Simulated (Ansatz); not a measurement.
C$_{4}$H$_{5}$ (SMILES C1[C@]2C[C@H]12), doublet, geometry from GFN2-xTB; Ansatz (a quantum-chemistry and plane-wave program) with B3LYP/6-31G*.

Ansatz was given this input:
Ansatz 0.2 input:
```yaml
crystal:
  periodic: [false, false, false]
  atoms:
    - {symbol: C, position_ang: [0.03643608, 1.13523166, 0.30091216]}
    - {symbol: C, position_ang: [0.06332066, -1.14075396, 0.27440395]}
    - {symbol: C, position_ang: [0.78434756, 0.01305905, -0.32576129]}
    - {symbol: C, position_ang: [-0.65722656, -0.00261496, -0.44203833]}
    - {symbol: H, position_ang: [-0.05911017, 1.19718400, 1.38170604]}
    - {symbol: H, position_ang: [0.07077611, 2.09485536, -0.19578110]}
    - {symbol: H, position_ang: [-0.03043843, -1.23009773, 1.35343571]}
    - {symbol: H, position_ang: [0.12017894, -2.08747192, -0.24449230]}
    - {symbol: H, position_ang: [-1.46267287, -0.00400040, -1.13996730]}
basis:
  gaussian:
    orbitals: 6-31G*
hamiltonian:
  xc: b3lyp
magnetization: {spin_polarized: true, initial_magnetization: 1}
```

Output, abridged:

```
Functional definition: B3LYP
738 factors; integrals over basis functions are off by at most 1.5e-3 eV
mean field evaluation 1: about -4219.9832 eV, gradient 3.0e1 eV
mean field evaluation 2: about -4218.8711 eV, gradient 3.4e1 eV
mean field evaluation 4: about -4224.5856 eV, gradient 1.5e0 eV
mean field evaluation 8: about -4224.8141 eV, gradient 1.2e-1 eV
mean field evaluation 16: about -4224.8142 eV, gradient 3.3e-4 eV
mean field -4224.81424685 eV, -155.2590598899 hartree, gradient 8.0e-5 eV, S^2 0.752366; 0 other end points of the search recorded, 0 dependent functions left out
reference -4224.81442197 eV, -155.2590663253 hartree; 15, 14 occupied and 55, 56 virtual orbitals, 738 factors
Total energy: -4224.81442197 eV, -155.2590663253 hartree
```
